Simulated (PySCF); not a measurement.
C₁₀H₃F₅S, SMILES Fc1c(F)c(F)c(-c2ccsc2)c(F)c1F, GFN2-xTB optimised geometry.

```
19

F      3.01    -3.59     0.01
C      2.29    -2.46     0.00
C      1.90    -1.88     1.21
F      2.26    -2.44     2.36
C      1.15    -0.71     1.19
F      0.79    -0.16     2.35
C      0.77    -0.10     0.00
C     -0.04     1.13     0.00
C     -1.46     1.13     0.00
C     -1.98     2.38     0.00
S     -0.75     3.59     0.00
C      0.47     2.39     0.00
C      1.16    -0.71    -1.19
F      0.81    -0.15    -2.35
C      1.91    -1.88    -1.20
F      2.28    -2.43    -2.36
H     -2.06     0.23     0.00
H     -3.01     2.68     0.00
H      1.51     2.68     0.00
```

Density from PBE/def2-SVP run with PySCF at that geometry.

Minimum of the electron density along straight lines between bonded atoms, close to the bond critical point (lines longer than 1.1 times the sum of covalent radii, or with two minima, are not listed):

| bond | length / Å | ρ at the minimum / e bohr⁻³ | ∇²ρ there / e bohr⁻⁵ | position (fraction from the first atom) |
|---|---|---|---|---|
| F1–C2 | 1.333 | 0.265 | 0.13 | 0.66 |
| C2–C3 | 1.392 | 0.311 | -0.77 | 0.50 |
| C3–F4 | 1.334 | 0.264 | 0.13 | 0.34 |
| C3–C5 | 1.391 | 0.312 | -0.78 | 0.50 |
| C5–F6 | 1.336 | 0.263 | 0.12 | 0.34 |
| C5–C7 | 1.391 | 0.306 | -0.74 | 0.52 |
| C7–C8 | 1.476 | 0.258 | -0.58 | 0.51 |
| C8–C9 | 1.420 | 0.288 | -0.66 | 0.50 |
| C9–C10 | 1.356 | 0.322 | -0.79 | 0.49 |
| C10–S11 | 1.716 | 0.215 | -0.45 | 0.47 |
| C8–C12 | 1.362 | 0.317 | -0.76 | 0.49 |
| S11–C12 | 1.712 | 0.217 | -0.46 | 0.53 |
| C7–C13 | 1.392 | 0.306 | -0.74 | 0.48 |
| C13–F14 | 1.336 | 0.263 | 0.12 | 0.34 |
| C2–C15 | 1.392 | 0.311 | -0.77 | 0.50 |
| C13–C15 | 1.391 | 0.312 | -0.78 | 0.50 |
| C15–F16 | 1.334 | 0.264 | 0.13 | 0.34 |
| C9–H17 | 1.075 | 0.282 | -1.07 | 0.64 |
| C10–H18 | 1.071 | 0.284 | -1.09 | 0.64 |
| C12–H19 | 1.072 | 0.284 | -1.10 | 0.64 |
